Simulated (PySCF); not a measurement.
# `[H]/N=C\c1ccc(S[SiH3])o1` in a uniform electric field

C₅H₇NOSSi.
Geometry (GFN2-xTB, Å), atoms numbered from 1 in this order:
```
atom  x, y, z in Å
N1    -3.3053    0.9766    0.1747
C2    -2.0425    1.0243    0.1589
C3    -1.1084   -0.0709    0.2165
C4    -1.2756   -1.4365    0.2979
C5     0.0066   -2.0109    0.3205
C6     0.8859   -0.9590    0.2512
S7     2.6126   -0.9076    0.2290
Si8    2.7597    1.2602    0.1077
O9     0.2304    0.2100    0.1888
H10   -3.6929    0.0361    0.2359
H11   -1.5900    2.0106    0.0954
H12   -2.2074   -1.9647    0.3348
H13    0.2642   -3.0473    0.3808
H14    2.1398    1.7935    1.3113
H15    2.1121    1.6630   -1.1313
H16    4.2034    1.4315    0.0839
```

Level: wB97X-D/def2-SVPD (PySCF); nuclei fixed, core orbitals frozen in the response. Permanent dipole (1.662, -1.029, 0.048) D (1 au = 2.5417 D). Static polarisability (au):

```
x   168.86  -4.66  -0.56
y    -4.66 120.61  -2.60
z    -0.56  -2.60  75.29
```

Only the terms in μ and α are kept: μ(F) = μ + αF and ΔE = −μ·F − ½ F·αF.

Question: A field of 0.01 au (0.514 V/Å) is applied along each axis in both senses. Find the induced dipole, the size of the total dipole and the two energy terms.

Answer: 
```
field along  induced x (D)  induced y (D)  induced z (D)  total size (D)  −μ·F (kJ/mol)  −½F·αF (kJ/mol)
         +x          4.292         -0.118         -0.014           6.064        -17.168          -22.167
         −x         -4.292          0.118          0.014           2.784        +17.168          -22.167
         +y         -0.118          3.066         -0.066           2.556        +10.629          -15.833
         −y          0.118         -3.066          0.066           4.466        -10.629          -15.833
         +z         -0.014         -0.066          1.914           2.786         -0.496           -9.884
         −z          0.014          0.066         -1.914           2.687         +0.496           -9.884
```

Question: For the field (-0.0080, -0.0010, 0.0020) au, what is the induced dipole, and what angle does it make with the field?

Answer: αF = (-3.425, -0.225, 0.401) D, at 8.0° to the field. The polarisability along this direction, F·αF/F², is 162.07 au, against a mean of 121.59 au.

Question: At what field along the permanent dipole would the induced dipole along it equal the permanent one, in this linear picture?

Answer: The polarisability along the dipole is 159.65 au, so F = 0.7693 au / 159.65 au = 0.0048 au = 0.25 V/Å; higher-order terms are ignored.

Question: What field makes μF equal to kT at 100 K?

Answer: kT = 0.3167 × 10⁻³ Eh, so F = 0.000412 au = 2.12 MV/cm.

Question: Induction energy −ᾱe²/2R⁴ of a unit charge at 18 Å, the molecule taken as a point?

Answer: R = 34.02 bohr, so the energy is −121.6/(2 × 34.02⁴) Eh = -0.119 kJ/mol. The charge–dipole term at its most favourable orientation, −μe/R², is -1.75 kJ/mol.

One conformer (not necessarily the lowest) at the GFN2-xTB geometry, without solvent, vibrations or thermal averaging.

The run behind these numbers computed excited states as well. On an Intel Xeon at 2.50 GHz with one thread, shared host, this took 2.8 min and 1.1 GiB of memory at its peak.

The pairwise dispersion term of wB97X-D wasn't added to the energies; at a given geometry it leaves orbitals and properties as they are.
